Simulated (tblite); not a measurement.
Species: C₆H₁₂FP.
Atom-mapped SMILES: `[CH3:1][C@@H:2]1[C@@H:3]([F:4])[CH2:5][CH2:6][P:7]1[CH3:8]` (hydrogens: H9, H10, H11 on C1; H12 on C2; H13 on C3; H14, H15 on C5; H16, H17 on C6; H18, H19, H20 on C8)

Computed with GFN2-xTB (tblite), gas phase: L-BFGS steps from a force-field or distance-geometry start until the largest atomic force falls under 0.01 eV/Å.

Step 121: E = -713.6793 eV
```
atom  x, y, z in Å  |  force x, y, z in eV/Å
C1     -1.4165   -1.5731   -0.9591    0.017   0.001   0.006
C2     -0.5212   -0.7955    0.0010   -0.012  -0.061   0.029
C3     -1.1758    0.5032    0.4681    0.020  -0.008   0.025
F4     -0.7629    0.7846    1.7622   -0.014  -0.013   0.000
C5     -0.7126    1.6274   -0.4438    0.047   0.028  -0.012
C6      0.8018    1.4743   -0.5386    0.050   0.014   0.000
P7      1.0948   -0.3462   -0.8739    0.018   0.041   0.033
C8      2.2783   -0.7532    0.4913   -0.011   0.000   0.005
H9     -0.9438   -2.5244   -1.1966   -0.059   0.009  -0.030
H10    -2.3952   -1.7621   -0.5189    0.032  -0.037  -0.015
H11    -1.5514   -1.0208   -1.8885   -0.023  -0.012   0.035
H12    -0.3059   -1.4145    0.8786   -0.015  -0.007  -0.022
H13    -2.2681    0.4170    0.5247    0.007   0.023  -0.021
H14    -1.1834    1.4999   -1.4200    0.015   0.018   0.009
H15    -0.9929    2.5992   -0.0363   -0.013   0.019  -0.007
H16     1.2357    2.0915   -1.3282   -0.061  -0.036   0.023
H17     1.2574    1.7539    0.4155    0.028  -0.004  -0.063
H18     2.0391   -0.2166    1.4083   -0.031  -0.020  -0.006
H19     2.2270   -1.8272    0.6686    0.037   0.016   0.000
H20     3.2905   -0.5068    0.1727   -0.032   0.029   0.010
```

Step 122: E = -713.6808 eV
```
atom  x, y, z in Å  |  force x, y, z in eV/Å
C1     -1.4197   -1.5647   -0.9669    0.024   0.000   0.004
C2     -0.5198   -0.8006    0.0001   -0.013  -0.062   0.017
C3     -1.1687    0.4986    0.4743    0.026  -0.030   0.020
F4     -0.7417    0.7780    1.7638   -0.024  -0.006   0.010
C5     -0.7140    1.6217   -0.4424    0.049   0.002  -0.007
C6      0.7995    1.4703   -0.5477    0.058   0.006   0.003
P7      1.0980   -0.3523   -0.8714    0.029   0.039   0.044
C8      2.2774   -0.7479    0.5019   -0.026  -0.004   0.025
H9     -0.9523   -2.5157   -1.2168   -0.054   0.014  -0.023
H10    -2.3978   -1.7546   -0.5264    0.025  -0.037  -0.015
H11    -1.5542   -1.0015   -1.8900   -0.023  -0.017   0.040
H12    -0.3067   -1.4272    0.8729   -0.023  -0.001  -0.030
H13    -2.2604    0.4130    0.5390    0.001   0.023  -0.003
H14    -1.1915    1.4886   -1.4139    0.010   0.028  -0.008
H15    -0.9942    2.5934   -0.0358   -0.010   0.032  -0.004
H16     1.2257    2.0836   -1.3439   -0.051  -0.030   0.008
H17     1.2624    1.7566    0.4004    0.030   0.003  -0.050
H18     2.0351   -0.2030    1.4141   -0.025  -0.026  -0.027
H19     2.2268   -1.8203    0.6912    0.029   0.028  -0.014
H20     3.2910   -0.5053    0.1846   -0.031   0.037   0.009
```

Step 123: E = -713.6830 eV
```
atom  x, y, z in Å  |  force x, y, z in eV/Å
C1     -1.4243   -1.5301   -0.9990   -0.036   0.018  -0.016
C2     -0.5144   -0.8187   -0.0030    0.011  -0.047  -0.010
C3     -1.1364    0.4804    0.5040   -0.015  -0.051   0.032
F4     -0.6434    0.7549    1.7727   -0.097  -0.008  -0.063
C5     -0.7214    1.5992   -0.4377    0.083  -0.106   0.050
C6      0.7902    1.4582   -0.5920    0.097   0.008   0.035
P7      1.1121   -0.3760   -0.8584    0.037   0.080   0.046
C8      2.2654   -0.7322    0.5499    0.011   0.049  -0.028
H9     -0.9712   -2.4715   -1.2996   -0.003  -0.025  -0.007
H10    -2.4002   -1.7350   -0.5604    0.003  -0.013  -0.026
H11    -1.5594   -0.9246   -1.8961   -0.030  -0.029   0.076
H12    -0.3132   -1.4774    0.8486   -0.038   0.006  -0.031
H13    -2.2283    0.4005    0.6125    0.102   0.022   0.045
H14    -1.2341    1.4470   -1.3874    0.025   0.048  -0.041
H15    -1.0014    2.5690   -0.0323    0.009   0.095   0.012
H16     1.1786    2.0523   -1.4238   -0.056  -0.088   0.056
H17     1.2879    1.7790    0.3297   -0.022  -0.001  -0.115
H18     2.0081   -0.1634    1.4410   -0.033   0.028   0.004
H19     2.2141   -1.7952    0.7746   -0.012  -0.061  -0.030
H20     3.2862   -0.5058    0.2438   -0.037   0.073   0.009
```

Q: Estimate the geometry and energy of step 124. (The exact step hangs on the optimiser's Hessian estimate; all steps are aligned on step 123, rigid shifts and turns removed.)

A: E = -713.6848 eV, largest force 0.091 eV/Å
```
atom  x, y, z in Å  |  force x, y, z in eV/Å
C1     -1.4302   -1.5311   -0.9996    0.001  -0.017  -0.021
C2     -0.5161   -0.8218   -0.0061    0.007  -0.020  -0.003
C3     -1.1359    0.4789    0.5013   -0.025  -0.068   0.016
F4     -0.6473    0.7538    1.7697   -0.067  -0.015  -0.005
C5     -0.7167    1.5974   -0.4367    0.032  -0.062   0.050
C6      0.7923    1.4528   -0.5870    0.032  -0.045   0.024
P7      1.1121   -0.3768   -0.8593    0.031  -0.008   0.051
C8      2.2687   -0.7255    0.5484   -0.044  -0.006   0.053
H9     -0.9803   -2.4748   -1.3012   -0.009   0.001  -0.003
H10    -2.4048   -1.7343   -0.5593   -0.017  -0.018  -0.004
H11    -1.5685   -0.9266   -1.8956   -0.022  -0.009   0.046
H12    -0.3177   -1.4819    0.8446   -0.023   0.005  -0.017
H13    -2.2269    0.4033    0.6070    0.054   0.005   0.045
H14    -1.2258    1.4488   -1.3872   -0.004   0.040  -0.082
H15    -0.9976    2.5676   -0.0305    0.022   0.078   0.009
H16     1.1832    2.0463   -1.4110    0.005   0.012  -0.078
H17     1.2849    1.7666    0.3338    0.055   0.051   0.020
H18     2.0137   -0.1474    1.4372   -0.023  -0.034  -0.051
H19     2.2220   -1.7902    0.7827   -0.002   0.055  -0.055
H20     3.2857   -0.4945    0.2360   -0.005   0.057   0.005
```

The energy changes by -0.0017 eV. The first-order estimate −F·Δx gives -0.0040 eV and the mean of the old and new forces, exact on a quadratic surface, -0.0017 eV. The step makes an angle of 75° with the force vector and moves no atom by more than 0.017 Å.

What follows is the cost of the whole relaxation. Hardware: an Arm Neoverse V2 with one thread, shared host with 96 logical CPUs at a one-minute load of 41. Cost: 1.0 s of wall time.
